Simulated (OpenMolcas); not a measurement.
## How basis sets differ on C2H7NSi (SMILES C=NC[SiH3])

C2H7NSi: 11 atoms, total charge 0, spin state singlet. As SMILES, `C=NC[SiH3]`. The shape is that of a PBE0-D4/def2-TZVP optimisation. This is one conformer, not always the lowest.

Quantity: the HOMO–LUMO gap, in eV. The values are calculated.

```
               level          kind     program  value (eV)  CPU time
HF/ANO-RCC-MB (DKH2)  Hartree–Fock  OpenMolcas       16.43     4.3 s
           HF/STO-3G  Hartree–Fock  OpenMolcas       17.22     1.3 s
            HF/3-21G  Hartree–Fock  OpenMolcas       14.88     1.8 s
          HF/cc-pVDZ  Hartree–Fock  OpenMolcas       14.62     8.3 s
```

The values span 14.62 to 17.22 eV. A Hartree–Fock LUMO above zero doesn't converge with the basis: it sinks as sets grow more diffuse. Orbital gaps aren't excitation energies. CPU times are rough (shared hosts, several kinds of processor and program).
